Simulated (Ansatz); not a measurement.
`CC[Se]C=N` + `[SiH3][SeH]` → `CC[SeH]` + `N=C[SiH2][SeH]`  (redistribution)

Calculated with Ansatz (gas phase, PBE0-D4/def2-TZVP geometries, no zero-point term in ΔE). CCSD(T)/CBS adds triple-zeta CCSD(T) − MP2 to the extrapolated MP2 energy (def2 sets, frozen cores). DFT in def2-TZVPP. For Se outer-core shells are correlated without core-valence functions, which leaves a few kJ/mol of doubt a bond. Scalar relativity is left out up to krypton. Each species was taken in one conformer, which may not be the lowest.

`CC[Se]C=N`:

Z-matrix (Å, degrees):
```
C
C 1 1.513
H 1 1.091 2 111.1
H 1 1.094 2 110.3 3 120.1
H 1 1.092 2 111.4 3 -120.1
Se 2 1.954 1 113.7 3 58.7
H 2 1.091 1 111.8 3 -59.5
H 2 1.092 1 112.3 3 -180.0
C 6 1.910 2 97.1 1 78.9
N 9 1.257 6 128.2 2 -174.3
H 9 1.094 6 112.5 2 6.9
H 10 1.020 9 113.2 6 1.5
```

`[SiH3][SeH]`:

```xyz
6

Si   -0.132    0.323    0.458
Se    0.626   -1.515   -0.656
H     0.685    1.523    0.146
H     0.001   -0.020    1.894
H    -1.552    0.606    0.133
H     0.372   -0.918   -1.974
```

`CC[SeH]`:

Z-matrix (Å, degrees):
```
C
C 1 1.512
H 1 1.091 2 111.2
H 1 1.095 2 110.4 3 120.3
H 1 1.092 2 111.2 3 -120.1
Se 2 1.958 1 114.0 3 57.4
H 2 1.090 1 112.1 3 -179.9
H 2 1.092 1 111.4 3 -59.4
H 6 1.469 2 95.0 1 63.4
```

`N=C[SiH2][SeH]`:

```xyz
9

N     1.051    0.640    1.460
C    -0.005    0.704    0.758
Si    0.043    0.055   -1.011
Se   -1.356   -1.735   -1.206
H     0.898    0.998    2.406
H    -0.957    1.094    1.150
H     1.441   -0.278   -1.365
H    -0.536    1.056   -1.944
H    -0.578   -2.534   -0.250
```

| level | ΔE (eV) |
| --- | --- |
| PBE-D4 | 0.08 |
| ωB97X-V | -0.05 |
| PBE0 | 0.00 |
| MP2/def2-QZVPP | 0.01 |

What does CCSD(T)/CBS give? (An estimate is asked.)

The calculation gave: -0.05 eV. The listed levels differ from it by 0.13, 0.00, 0.05, 0.06 eV.

Largest T1 diagnostic among the species: 0.012.

From PBE to PBE0 (25 % exact exchange), in def2-TZVPP and without D4, ΔE moves by −0.07 eV. In def2-TZVPP, CCSD(T) changes the Hartree–Fock value by +0.12 eV (the triples alone add +0.04 eV) and MP2 by +0.17 eV.
